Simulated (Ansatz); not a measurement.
Consider the cleavage of the Si–B bond: `COB(F)[SiH2]F` + `N[SiH](O)O` → `O[SiH](O)N[SiH2]F` + `COBF`.

Calculated with Ansatz (gas phase, PBE0-D4/def2-TZVP geometries, no zero-point term in ΔE). CCSD(T)/CBS adds triple-zeta CCSD(T) − MP2 to the extrapolated MP2 energy (def2 sets, frozen cores). This one scheme is used for every species. Functionals use def2-TZVPP. One conformer a species, not always the lowest.

CCSD(T)/CBS gives -112.2 kJ/mol.

Task: Another level gave -111.4 kJ/mol. Which?
A. r2SCAN/def2-TZVPP
B. HF/def2-TZVPP
C. B2PLYP/def2-TZVPP
D. PBE/def2-TZVPP

Result: C. B2PLYP -111.4, PBE -91.2, r2SCAN -106.9, HF/def2-TZVPP -123.5 kJ/mol.

Largest T1 diagnostic among the species: 0.013.

In def2-TZVPP, CCSD(T) changes the Hartree–Fock value by +11.3 kJ/mol (the triples alone add +1.3 kJ/mol) and MP2 by +3.6 kJ/mol. The D4 term adds −3.4 kJ/mol with B3LYP and −1.8 kJ/mol with PBE0; it sums over pairs of atoms, weighted by their polarisabilities, and B3LYP, whose exchange is more repulsive, gets the larger term. From PBE to PBE0 (25 % exact exchange), in def2-TZVPP and without D4, ΔE moves by −8.2 kJ/mol.

B3LYP here is the variant with VWN-RPA as its local correlation; programs differ in this.
